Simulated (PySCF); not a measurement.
Run record: excited-state job, Me3Si(SMe), `CS[Si](C)(C)C`.

Computed with TDDFT CAM-B3LYP/def2-SVPD, vertical, gas phase, core orbitals frozen in the response (PySCF 2.14.0, density-fitted response routines). Geometry: PBE0-D3(BJ)/def2-SVP. The input is one job of a driver script: a line of settings, then coordinates in Å.

Command:
```bash
OMP_NUM_THREADS=1 python probes_run.py task.json out
```

Input:
```
{"job": {"kind": "uv", "xc": "CAM-B3LYP", "basis": "def2-SVPD", "ip": true}, "charge": 0, "multiplicity": 1}
C      2.640469     0.035222     0.052808
S      1.393332     0.414567     1.325500
Si    -0.434997     0.068658     0.231215
C     -0.485799    -1.700957    -0.399460
C     -1.795731     0.380370     1.482877
C     -0.564010     1.263589    -1.214115
H      2.587800    -1.015828    -0.264576
H      2.539188     0.691413    -0.823384
H      3.624525     0.212707     0.507066
H     -1.434851    -1.897847    -0.924640
H     -0.397137    -2.413848     0.434466
H      0.332816    -1.900137    -1.108542
H     -2.785855     0.241963     1.019933
H     -1.713888    -0.314126     2.333049
H     -1.741169     1.408022     1.873987
H      0.253247     1.114275    -1.936864
H     -0.520351     2.304845    -0.860002
H     -1.515109     1.119761    -1.752637
```

Task: Give the output.

Result: 
```
coarse grid: 15032 points
cycle   1  E = -846.8334536355  dE =  2.136e-01  |g| = 4.089e-01  |ddm| = 5.539e+00
cycle   2  E = -846.8558740196  dE = -2.242e-02  |g| = 3.157e-01  |ddm| = 1.059e+00
cycle   3  E = -846.8818485805  dE = -2.597e-02  |g| = 2.631e-02  |ddm| = 5.175e-01
cycle   4  E = -846.8820305713  dE = -1.820e-04  |g| = 1.479e-02  |ddm| = 8.229e-02
cycle   5  E = -846.8820915793  dE = -6.101e-05  |g| = 2.402e-03  |ddm| = 2.793e-02
cycle   6  E = -846.8820935443  dE = -1.965e-06  |g| = 8.128e-04  |ddm| = 6.558e-03
final grid: 132968 points
cycle   7  E = -846.9877816180  dE = -2.922e-05  |g| = 3.776e-03  |ddm| = 6.576e-02
cycle   8  E = -846.9877822712  dE = -6.532e-07  |g| = 3.514e-03  |ddm| = 1.288e-02
cycle   9  E = -846.9877854048  dE = -3.134e-06  |g| = 1.916e-04  |ddm| = 4.689e-03
cycle  10  E = -846.9877854135  dE = -8.692e-09  |g| = 1.312e-04  |ddm| = 6.435e-04
cycle  11  E = -846.9877854185  dE = -5.011e-09  |g| = 1.717e-05  |ddm| = 2.593e-04
cycle  12  E = -846.9877854186  dE = -9.845e-11  |g| = 6.169e-06  |ddm| = 4.311e-05
converged SCF energy = -846.9877854186

Static polarisability (au): isotropic 97.006, principal 89.731 94.171 107.116

Singlet excitations
state   eV       nm        f      main configurations
  1   5.6771    218.4   0.00348   H->L+1 0.51, H->L 0.31, H->L+8 0.08
  2   6.3206    196.2   0.04913   H->L 0.46, H->L+1 0.22, H->L+2 0.19
  3   6.8177    181.9   0.00047   H->L+2 0.64, H->L 0.16, H->L+4 0.12
  4   7.2061    172.1   0.01043   H->L+3 0.88
  5   7.3906    167.8   0.00841   H-1->L+1 0.37, H-1->L 0.33, H->L+5 0.15
  6   7.4535    166.3   0.00086   H->L+4 0.32, H->L+8 0.16, H->L+1 0.16
  7   7.6343    162.4   0.09875   H->L+5 0.44, H->L+9 0.23, H-1->L 0.14
  8   7.6645    161.8   0.06644   H->L+9 0.38, H->L+5 0.23, H->L+7 0.12
  9   7.8770    157.4   0.04319   H-1->L+1 0.29, H-1->L 0.24, H-1->L+2 0.16
 10   7.8777    157.4   0.00815   H->L+4 0.22, H->L+8 0.20

Triplet excitations (Tamm-Dancoff, eV): 5.2715 6.0632 6.5167 6.7007
Vertical ionisation energy (delta-SCF) = 8.6128 eV
```

The SCF starts on a coarse grid where the log names one; the energy can jump when the final grid takes over, and dE then counts from the start density on the new grid. H and L stand for HOMO and LUMO; the number after each pair is its weight.

Task: Give the mean polarisability as a volume in Å³, and the ratio of the largest to the smallest principal value.

Result: 97.006 au × 0.148185 = 14.37 Å³; 107.116/89.731 = 1.19.

Task: Which computed singlet has the largest oscillator strength, and what do all of them sum to?

Result: State 7 at 7.63 eV (162 nm), f = 0.099; the 10 states sum to 0.289.

Summary of the converged run: HOMO -7.84 eV, LUMO 1.05 eV; lowest singlet 5.68 eV; lowest triplet 5.27 eV (Tamm–Dancoff); mean polarisability 97.0 au.

Task: How long does this job take on an Intel Xeon Platinum 8559C with one thread, shared host? And the peak memory of the process?

Result: About 89 s, with 1.2 GiB resident at the peak, the Python interpreter and its libraries included.
Labels such as C1 count atoms from 1, the log's own numbers from 0.
